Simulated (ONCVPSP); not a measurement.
# arsenic: excitation energies, all-electron against ONCV

ONCVPSP 4.0.1 input, shortened (lines: element, Z, core and valence counts, functional; n l f; lmax; l rc ep ncon nbas qcut; lloc lpopt rc5 dvloc0; l nproj debl; icmod fcfact rcfact), PBE, scalar-relativistic:

```
  As 33.00    6    2        4      upf
    1    0    2.00
    2    0    2.00
    2    1    6.00
    3    0    2.00
    3    1    6.00
    3    2   10.00
    4    0    2.00
    4    1    1.00
    2
    0    1.35    0.00    4    7    5.50
    1    1.50    0.00    5    8    6.00
    2    1.65    0.09    3    6    5.40
    4    5    0.95   -1.00
    0    2    0.50
    1    2    3.40
    2    3    1.20
    3    1.75    1.55
```

In the s channel the program set the typed energies aside and used -1.229, 0.250 Ha.

Energies are relative to the spin-unpolarised reference configuration 4s2 4p1; without spin polarisation the order of configurations can differ from experiment.

| valence configuration | charge | ΔE all-electron (eV) | error AE − PS (meV) |
| --- | --- | --- | --- |
| 4s2 4p3 | 0 | -27.068 | -69 |
| 4s2 4p2 | +1 | -17.918 | -25 |
| 4s1 4p0 | +4 | 78.351 | -212 |

(1) What are ΔE and the potential's error for 4s2 4p0?

Levels in the configuration 4s1 4p0:

```
level  all-electron (eV)  pseudo (eV)
   4s            -56.975      -57.136
```

Note: ghosts flagged at negative energy: s at -142.5 eV, p at -110.3 eV, d at -50.6 eV (a further GHOST(-) flag falls on a real empty level of the atom); GHOST(+) flagged for d at 553.4 eV. A true bound ghost makes a file unfit for plane-wave use.

Answers

(1) ΔE = 27.703 eV all-electron; the error (AE − PS) is -51 meV.
